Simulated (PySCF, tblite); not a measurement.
Isomers of C7H8NP, one GFN2-xTB conformer each. Single-point energies are computed at PBE0/pcSseg-1 (PySCF, gas phase, no added dispersion term), electronic only.

| SMILES | GFN2-xTB relative energy (kJ/mol) |
| --- | --- |
| C/C=P\c1ccccn1 | 0.0 |
| C=Cc1pccn1C=C | 12.4 |
| C#CP(C)n1cccc1 | 36.5 |
| C#CCn1cpcc1C | 48.4 |

Conformers: `[CH3:1]/[CH:2]=[P:3]\[c:4]1[cH:5][cH:6][cH:7][cH:8][n:9]1` with C2–P3–C4–C5 139°; `[CH2:1]=[CH:2][c:3]1[p:4][cH:5][cH:6][n:7]1[CH:8]=[CH2:9]` with C1–C2–C3–P4 -14°, C6–N7–C8–C9 -28°; `[CH:1]#[C:2][P:3]([CH3:4])[n:5]1[cH:6][cH:7][cH:8][cH:9]1` with C2–P3–N5–C6 36°; `[CH:1]#[C:2][CH2:3][n:4]1[cH:5][p:6][cH:7][c:8]1[CH3:9]` with C2–C3–N4–C5 102°.

**Question.** What does PBE0/pcSseg-1 give for the same structures?

**Answer.** 
```csv
SMILES,PBE0/pcSseg-1 E (Eh),PBE0/pcSseg-1 (kJ/mol),GFN2-xTB (kJ/mol),point group
C/C=P\c1ccccn1,-667.05337,0.0,0.0,C1
C=Cc1pccn1C=C,-667.03366,51.7,12.4,C1
C#CP(C)n1cccc1,-667.01122,110.7,36.5,C1
C#CCn1cpcc1C,-667.00796,119.2,48.4,C1
```

Both levels put the same isomer lowest; measured from each level's own lowest isomer, the values differ by up to 74.2 kJ/mol (C#CP(C)n1cccc1: 36.5 against 110.7). As drawn, the highest has a C≡C bond, which the lowest lacks. Neighbours under 10 kJ/mol apart (C#CP(C)n1cccc1 and C#CCn1cpcc1C) can change places with a better method, another conformer or zero-point energy.

**Question.** Which frontier levels, dipoles and rotational constants go with these structures?

**Answer.** 
| SMILES | HOMO (eV, PBE0/pcSseg-1) | LUMO (eV) | dipole (D) | A, B, C (MHz) |
| --- | --- | --- | --- | --- |
| C/C=P\c1ccccn1 | -6.79 | -1.61 | 2.33 | 2892, 1003, 806.6 |
| C=Cc1pccn1C=C | -5.94 | -1.55 | 2.89 | 2019, 1332, 808.3 |
| C#CP(C)n1cccc1 | -6.24 | -0.45 | 1.77 | 2586, 1038, 900.6 |
| C#CCn1cpcc1C | -6.14 | -0.17 | 3.83 | 2576, 1015, 837.4 |

**Question.** What happens when harmonic zero-point energies from GFN2-xTB frequencies are added?

**Answer.** 
| SMILES | ZPE (kJ/mol) | electronic (kJ/mol) | with ZPE (kJ/mol) |
| --- | --- | --- | --- |
| C/C=P\c1ccccn1 | 339.6 | 0.0 | 0.0 |
| C=Cc1pccn1C=C | 338.7 | 51.7 | 50.9 |
| C#CP(C)n1cccc1 | 332.6 | 110.7 | 103.7 |
| C#CCn1cpcc1C | 338.8 | 119.2 | 118.4 |

The zero-point energies span 7.0 kJ/mol. The order is unchanged.
